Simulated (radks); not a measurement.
Fractional charge and spin in the 5s shell of ytterbium: the spin-up occupation runs from 0 to 1 and the spin-down occupation from 0 to 1; the fullest corner is Yb2+, [Kr] 4d10 4f14 5p6 5s(up 1, down 1). All-electron calculation, scalar-relativistic Kohn-Sham, PBE, spin-polarised, spherical densities, finite nucleus; Fermi nuclear charge, rms radius of each element as measured or else 0.836 A^(1/3) + 0.57 fm. Program: a radial shooting solver on a logarithmic mesh with Libxc functionals. Energy (eV) minus the two flat planes that join the four corners (they meet along the diagonal where the two added fractions sum to one electron); zero is where a piecewise linear energy would lie.

down \ up       0    0.25     0.5    0.75       1
0           0.000  -1.495  -1.986  -1.484   0.000
0.25       -1.495  -1.921  -1.356   0.189  -1.407
0.5        -1.986  -1.356   0.252  -1.283  -1.865
0.75       -1.484   0.189  -1.283  -1.804  -1.391
1           0.000  -1.407  -1.865  -1.391   0.000

Corners above the fullest one (they belong to Yb3+ and the next ion): (up 1, down 0) 77.018 eV, (up 0, down 1) 77.018 eV, (up 0, down 0) 170.47 eV. With half an added electron in each spin the energy lies 0.252 eV from the planes, and with half an added electron in spin up alone -1.986 eV. The planes are only a guide here: the flat-plane condition holds for ground states with one frontier orbital, while this shell lies below other occupied shells, so the corners above the fullest one are inner-hole states and not the ground states of those ions.
